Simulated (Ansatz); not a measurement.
The first iterations of a band of CH$_{7}$B$_{2}$N (11 atoms, charge 0, multiplicity 1).

All numbers below come from RKS r2SCAN-D4/def2-SVP (Ansatz 0.2.0).

```yaml
movable_images: 7
climbing_image: yes
spring: 5.0 eV/Å²
optimiser: quadratic models (default)
start_path: IDPP
force_threshold: 0.03 eV/Å
iteration_limit: 60
end_points: relaxed
```

First end point:

```xyz
11
Properties=species:S:1:pos:R:3
C -0.533 1.634 0.536
B -0.782 0.231 -0.120
B 0.419 -0.808 -0.682
N 1.020 -1.875 -0.007
H -1.289 1.906 1.292
H -0.696 2.357 -0.292
H 0.477 1.823 0.931
H -1.950 -0.042 -0.351
H 0.815 -0.613 -1.822
H 1.733 -2.462 -0.425
H 0.787 -2.153 0.939
```

Last end point:

```xyz
11
Properties=species:S:1:pos:R:3
C -0.528 1.641 0.524
B -0.776 0.237 -0.130
B 0.424 -0.811 -0.676
N 1.008 -1.883 0.006
H -1.279 1.901 1.290
H -0.706 2.368 -0.295
H 0.484 1.834 0.913
H -1.943 -0.033 -0.368
H 0.837 -0.620 -1.811
H 0.759 -2.158 0.949
H 1.722 -2.476 -0.401
```

| iteration | highest image above the first end (eV) | largest band force component (eV/Å) |
| --- | --- | --- |
| 1 | 1.717 | 2.541 |
| 2 | 1.616 | 1.296 |
| 3 | 1.560 | 0.606 |

Problem. Does the band converge within its limit, and where does its top end?

Solution. The forces met the threshold. It ended after 11 iterations with the highest image 1.314 eV above the first end. A vibrational analysis at the climbing image gives one clearly imaginary mode, 648i cm⁻¹: a first-order saddle point.

Run time: 2.9 min on 2 threads of Arm Neoverse V1, with other jobs on the host, peak memory 0.14 GiB.
